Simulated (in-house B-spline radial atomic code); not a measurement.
Configurations of Xe⁴⁺, with energies counted from [Kr] 4d10 5s2 5p2. Method: non-relativistic PW91, spin-polarised, spherical fractional occupations, point nucleus. Calculated with a radial B-spline atomic code at the basis-set limit. Shells without spins written out take the highest spin.

Occupations are held fixed; configurations that lie above the ionisation limit could autoionise.

```json
{"configuration": "[Kr] 4d10 5s2 5p1 5d1", "E - E(ref) (eV)": "17.799", "highest orbital": "5d up", "its <r> (bohr)": "2.459"}
{"configuration": "[Kr] 4d10 4f1 5s1 5p2", "E - E(ref) (eV)": "28.804", "highest orbital": "4f up", "its <r> (bohr)": "1.604"}
{"configuration": "[Kr] 4d10 5s1 5p2 6d1", "E - E(ref) (eV)": "43.661", "highest orbital": "6d up", "its <r> (bohr)": "4.695"}
{"configuration": "[Kr] 4d9 5s2 5p3", "E - E(ref) (eV)": "61.927", "highest orbital": "5p up", "its <r> (bohr)": "1.896"}
{"configuration": "[Kr] 4d(5 up, 4 down) 5s2 5p(2 up, 0 down) 5d(1 up, 0 down)", "E - E(ref) (eV)": "80.746", "highest orbital": "5d up", "its <r> (bohr)": "2.36"}
{"configuration": "[Ar] 3d9 4s2 4p6 4d10 5s2 5p2 6p1", "E - E(ref) (eV)": "709.71", "highest orbital": "6p up", "its <r> (bohr)": "3.742"}
{"configuration": "[Ar] 3d(4 up, 5 down) 4s2 4p6 4d10 5s2 5p(1 up, 1 down) 6f(0 up, 1 down)", "E - E(ref) (eV)": "724.28", "highest orbital": "6f down", "its <r> (bohr)": "6.394"}
```

(1) Order these further configurations by energy, lowest first.
A. [Kr] 4d9 5s2 5p2 6p1
B. [Ar] 3d10 4s2 4p5 4d10 5s2 5p3
C. [Ar] 3d10 4s2 4p5 4d10 5s2 5p2 5f1
D. [Kr] 4d10 5s2 5p(1 up, 0 down) 6s(1 up, 0 down)
E. [Ar] 3d10 4s2 4p(2 up, 3 down) 4d10 5s2 5p(2 up, 0 down) 5d(0 up, 1 down)

(2) How far above the reference does [Kr] 4d10 5s2 5p(1 up, 1 down) lie?

(3) How far above the reference does [Ar] 3d9 4s2 4p6 4d10 5s2 5p2 5d1 lie?

## Answers

(1) D (23.467 eV), A (91.707 eV), B (138.75 eV), E (159.55 eV), C (174.76 eV).

(2) 1.068 eV; its least bound orbital is 5p up with <r> = 1.959 bohr.

(3) 698.53 eV; its least bound orbital is 5d up with <r> = 2.334 bohr.
